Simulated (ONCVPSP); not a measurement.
Potentials for Br compared

Generated with ld1.x 7.5 (TM, RRKJ, ultrasoft, PAW), atompaw 4.2 or ONCVPSP 4.0.1. The cutoff is in Ry: for ld1.x and atompaw files where the sum of valence levels is converged to 10 mRy in a Bessel basis, for ONCV files where the hardest occupied wave has 1 mHa per electron of residual kinetic energy. The error is the largest all-electron minus pseudo excitation energy over each file’s own four to seven test configurations (ionisations up to +4, promotions, holes and added fractions of an electron), all of which were solved. The labels leave out finer settings (local radius, basis sizes, second energies), which also bear on the numbers. Spin-polarised tests are not counted. The rows are a selection from randomly drawn settings: files with unsolved tests, undetermined cutoffs or missed reference levels are left out.

A true bound ghost makes a file unfit for plane-wave use even where its test errors are small: the radial tests pick states by their node count and pass the ghost by.

| potential | cutoff (Ry) | largest error (meV) | bound ghosts |
| --- | --- | --- | --- |
| ONCV, PBEsol, scalar-relativistic, rc 0.95/0.85/0.80 (spd), local smoothed, core correction no, reference 3s2 3p6 3d10 4s1.75 4p5.25, qcut 16.1/17.6/23.7, projectors 2/2/3 | 390 | +38 | none |
| ONCV, PBE, scalar-relativistic, rc 0.75/1.10/1.05 (spd), local smoothed, core correction yes, reference 3s2 3p6 3d10 4s2 4p5, qcut 15.5/11/12.3, projectors 2/2/3 | 224 | -13 | none |
| ONCV, PBE, scalar-relativistic, rc 1.45/1.60/1.05 (spd), local d, core correction yes, reference 3d10 4s1 4p6, qcut 4.5/5.6/16.5, projectors 3/1/0 | 212 | -601 | s, p |
| ONCV, PBEsol, scalar-relativistic, rc 1.20/1.20 (sp), local p, core correction yes, reference 4s2 4p4.5, qcut 5/5.8, projectors 2/0 | 182 | -67 | none |

Q: Fill in the row for Br: ONCV, PBE, scalar-relativistic, rc 1.20/1.35 (sp), local smoothed, core correction yes, reference 4s2 4p5, qcut 6.2/5.3, projectors 2/3.

A: cutoff 26 Ry, largest error -12 meV, bound ghosts: s, p.

Q: Fill in the row for Br: ONCV, LDA (Perdew-Zunger), scalar-relativistic, rc 1.55/1.75/0.55 (spd), local smoothed, core correction yes, reference 3d10 4s2 4p5, qcut 4.7/4.8/16.9, projectors 2/2/2.

A: cutoff 2451 Ry, largest error -2.9 meV, bound ghosts: s, p.

Q: Fill in the row for Br: ONCV, PBE, fully relativistic, rc 1.10/1.15/1.10 (spd), local smoothed, core correction no, reference 3s2 3p6 3d10 4s2 4p4.5, qcut 13.1/13.2/13.1, projectors 2/2/2.

A: cutoff 152 Ry, largest error +664 meV, bound ghosts: none.
